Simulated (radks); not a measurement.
Task: Ionisation of the manganese ion Mn+, [Ar] 3d5 4s1, to [Ar] 3d5 as the strength of local exchange is varied. Calculated with a radial shooting solver on a logarithmic mesh with Libxc functionals: scalar-relativistic Kohn-Sham, Slater X-alpha exchange (alpha = 2/3 is LDA exchange), no correlation, spin-polarised, spherical densities, point nucleus; open shells are filled with parallel spins first.

alpha  E(Mn+) (hartree)  exchange (hartree)  IE (eV)  -e of the level emptied (eV)  <r> of it (bohr)
0.672       -1154.44048           -48.16163   15.985                   12.329 (4s)             2.748
0.752       -1160.19170           -54.16372   16.647                   13.013 (4s)             2.698
0.819       -1165.03031           -59.23368   17.209                   13.598 (4s)             2.657
0.848       -1167.13083           -61.44032   17.454                   13.855 (4s)             2.640
0.852       -1167.42085           -61.74526   17.488                   13.890 (4s)             2.638
0.976       -1176.44667           -71.26745   18.550                   15.011 (4s)             2.567
1.035       -1180.76510           -75.84498   19.062                   15.557 (4s)             2.535
x           -1154.08198           -47.78837   15.943                   12.287 (4s)             2.752

Which alpha was used in the last row?

Result: alpha = 0.667. NIST Atomic Spectra Database: 15.640 eV (measured). The central value is not met in this range of alpha. Open shells are spherical and high-spin; term and fine-structure splittings are not resolved.
